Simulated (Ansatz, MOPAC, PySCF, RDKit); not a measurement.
Dimer: H2O (SMILES O) (first 3 atoms) with CHN (SMILES C#N); geometry from B3LYP-D3(BJ)/def2-TZVP, rigid monomers moved along the line of their centres of mass till O1···H6 is 3.62 Å.
(charge 0, multiplicity 1):
```xyz
6

O     -0.083    -0.078    -0.103
H      0.709    -0.232    -0.628
H     -0.828    -0.231    -0.694
C     -0.287    -0.352     4.577
N     -0.336    -0.439     5.720
H     -0.241    -0.274     3.504
```

Monomers are frozen at their geometry in the pair; levels with a basis set take the counterpoise correction. Rows marked so take none. RDKit's UFF carries no charges.

Rows in 3-21G carry no dispersion term and start afresh at each structure. The state that AM1 reach isn't checked.

Programs: Ansatz (a program for electronic structure); MOPAC for AM1 (differences of heats of formation); PySCF for 3-21G rows, the dispersion terms; RDKit for the force fields. Values without a source in brackets are computed.

One of these levels gives -41.9 meV for the interaction energy. Which?
(A) UFF
(B) B3LYP-D4/def2-TZVPPD
(C) HF/3-21G (no counterpoise)
(D) AM1

D, AM1. The others give -4.9 (UFF), -96.6 (HF/3-21G (no counterpoise)), -73.3 (B3LYP-D4/def2-TZVPPD)
